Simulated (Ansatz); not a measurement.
# Energy profile

The step: BH₂OF ([OH][BH][F]) → BOF + H₂; bonds formed: H2–H4; bonds broken: B1–H2, O3–H4 (atoms numbered as in the saddle structure below).

B1  (-0.159, 0.165, 0.291)
H2  (0.475, 0.181, -0.992)
O3  (-0.230, -1.048, 0.659)
H4  (0.351, -0.699, -0.577)
F5  (-0.436, 1.401, 0.619)
(Å)

Electronic energies by CCSD(T) at an estimated basis limit (MP2 extrapolated from triple and quadruple zeta, plus CCSD(T) − MP2 in triple zeta), on PBE0-D4/def2-TZVP structures; BH$_{2}$OF, singlet; no counterpoise correction. Program: Ansatz 0.2.0. Basis: def2-TZVPP and def2-QZVPP. Cores are frozen in the correlated methods. Extrapolation: Hartree–Fock as exp(−7.88 √X), correlation as X^−2.97.

(1) Give the profile in eV, counted from the start structure. (To be estimated.)

No T1 diagnostic of these runs exceeds 0.018.

Results:

(1) The calculation gives:
```
                                                                                point     eV
                                                                      start structure  0.000
                                                                               saddle  2.848
                                                                        end structure  1.369
separated: BOF (linked as [O][B][F]; B1, O3, F5; singlet) + H$_{2}$ (H2, H4; singlet)  1.400
```

For scale, one of the runs: CCSD(T)/def2-TZVPP, 121 basis functions, launched by `ansatz run in.yaml --threads 2 --pin off --events-out ev --progress --plain --max-ram 4352MiB`. Hardware: 2 CPU threads of an Arm Neoverse V1, shared host. Wall time about 7 s.
